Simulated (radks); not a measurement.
Results of a calculation; reference values are marked as such.
Removal energies from the chlorine ion Cl13+, [He] 2s2, by Delta-SCF beside the eigenvalue of the level emptied. Level of theory: scalar-relativistic Kohn-Sham, BLYP, spin-polarised, spherical densities, finite nucleus; Fermi nuclear charge, rms radius of each element as measured or else 0.836 A^(1/3) + 0.57 fm (a radial shooting solver on a logarithmic mesh with Libxc functionals). Open shells are filled with parallel spins first.

removed from  final configuration  Delta-SCF (eV)  -eigenvalue (eV)
2s                       [He] 2s1          747.35            723.40
1s                        1s1 2s2          3485.5            3383.9
